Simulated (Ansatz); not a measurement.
Total energies of BiMe3 (C3H9Bi) from Ansatz at PBE-D4/def2-TZVP, gas phase (1 Eh = 27.2114 eV = 2625.5 kJ/mol). The reference geometry is relaxed at PBE0-D4/def2-SVP.

| state | geometry | energy (Eh) |
| --- | --- | --- |
| charge 0 singlet | reference | -334.26359 |
| charge 1 doublet | reference | -333.95472 |
| charge 1 doublet | relaxed at PBE0-D4/def2-SVP | -333.97136 |
| free Bi atom (quartet) | – | -214.63705 |
| free C atom (triplet) | – | -37.79597 |
| free H atom (doublet) | – | -0.49962 |

In the def2 sets Bi takes a core potential; there is no spin–orbit coupling.

(1) Work out the vertical ionisation energy to the doublet.

(2) How much does the charge 1 doublet relax, and what is the adiabatic ionisation energy?

(3) What is the binding energy per atom against free atoms?

(1) E(charge 1 doublet) − E(charge 0 singlet) = -333.95472 − (-334.26359) = 0.30887 Eh = 8.40 eV. For comparison, −ε of the highest occupied level is 5.64 eV at this level, 2.76 eV less.

(2) Relaxation: -333.95472 − (-333.97136) = 0.01664 Eh = 0.45 eV. Adiabatic ionisation energy: 0.29223 Eh = 7.95 eV, without zero-point energy. 

(3) Atoms: 1 × (-214.63705) + 3 × (-37.79597) + 9 × (-0.49962) = -332.52154 Eh. Binding: -332.52154 − (-334.26359) = 1.74205 Eh = 47.40 eV, or 3.65 eV for each of 13 atoms (no zero-point energy, no counterpoise term).
